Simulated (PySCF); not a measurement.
Cu2, SMILES [Cu][Cu], multiplicity 1. Coordinates come from a PBE-D3(BJ)/def2-TZVP optimisation. The multiplicity is an assumed one; other spin states were not compared.

Method: PBE-D3(BJ)/def2-TZVP (PySCF).

Harmonic wavenumbers (cm⁻¹): 254. Rotational constants (GHz): 3.095 (linear); symmetry number 2.

**Question.** Work out the zero-point energy and the ideal-gas rigid-rotor harmonic-oscillator thermochemistry at 298.15 K and 1 atm.

**Answer.** ZPE = ½ Σ hcν = ½ × 254 cm⁻¹ = 0.36 kcal/mol. H − E(el) = 2.74 kcal/mol. Entropy in cal/(mol K): translation 40.43, rotation 15.72, vibration 1.70, total 57.85. G − E(el) = -14.51 kcal/mol. Cp = 8.71 cal/(mol K).
